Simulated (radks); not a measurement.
Neutral magnesium inside a hard spherical wall (all orbitals vanish at R), configuration held at [Ne] 3s2 and not refilled when levels cross. Method: scalar-relativistic Kohn-Sham, r2SCAN, spin-polarised, spherical densities, finite nucleus; meta-GGA in the generalised Kohn-Sham scheme; Fermi nuclear charge, rms radius 3.057 fm; computed with a radial shooting solver on a logarithmic mesh with Libxc functionals. Eigenvalues in eV for spin up, with the zero of energy where the potential of the charges vanishes at infinity; a dash marks a level that is unbound or too diffuse for the functional's potential to be trusted. A positive occupied level is held by the wall or, in an anion where self-interaction has pushed it up, behind a barrier. The pressure on the wall is -dE/dV.

R (bohr),E (hartree),kinetic (hartree),e(1s),e(2s),e(2p),e(3s),"e(3p, empty)","e(4s, empty)",pressure (GPa)
free,-200.37071,200.613,-1268.9,-83.015,-48.130,-4.818,-1.164,-,0
20,-200.37071,200.613,-1268.9,-83.015,-48.130,-4.818,-1.164,-,< 0.0001
15,-200.37071,200.613,-1268.9,-83.015,-48.130,-4.818,-1.162,1.473,< 0.0001
12,-200.37067,200.613,-1268.9,-83.008,-48.123,-4.814,-1.145,1.920,0.000850
8,-200.36632,200.646,-1268.6,-82.694,-47.809,-4.598,-0.687,5.086,0.178
7,-200.35755,200.698,-1268.2,-82.274,-47.392,-4.285,-0.138,7.708,0.684
4,-200.02987,201.809,-1262.2,-76.825,-41.983,2.439,9.305,42.045,56.7
3.5,-199.75992,202.556,-1259.5,-74.490,-39.669,7.051,15.092,61.065,140
